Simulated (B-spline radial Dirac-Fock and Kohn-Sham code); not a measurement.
**K-line shifts caused by a second vacancy in Ir²⁺**

System: iridium as Ir²⁺ in the configuration [Xe] 4f14 5d7.

The computed values come from an atomic code on a B-spline grid: Dirac-Fock (average of configuration) total-energy differences with a finite nucleus, the Breit interaction including its frequency dependence, and self-energy and vacuum-polarisation corrections. Each two-hole energy is an average over J within one jj subconfiguration, not an observable level; in light atoms, where LS coupling holds, the j-resolved values are not observed lines, and for a K spectator the Kα1 hypersatellite is nearly forbidden. No correlation.

Lines without a spectator: Kα2 (K-L2) 63282.6 eV, Kα1 (K-L3) 64891.7 eV, Kβ3 (K-M2) 73194.4 eV, Kβ1 (K-M3) 73550.8 eV. Shifts in eV with one spectator hole (a dash: not computed, or left out as unreliable):

| spectator hole | Kα2 | Kα1 | Kβ3 | Kβ1 |
| --- | --- | --- | --- | --- |
| K (1s) | +1042.5 | +1128.7 | +1351.7 | +1371.9 |
| L2 (2p1/2) | +135.1 | +184.1 | – | +344.6 |
| L3 (2p3/2) | +97.9 | +109.1 | +252.6 | – |
| M2 (3p1/2) | – | +29.54 | +55.5 | +65.9 |
| M3 (3p3/2) | +15.31 | – | +45.8 | +46.6 |
| M5 (3d5/2) | -0.52 | +3.77 | – | – |
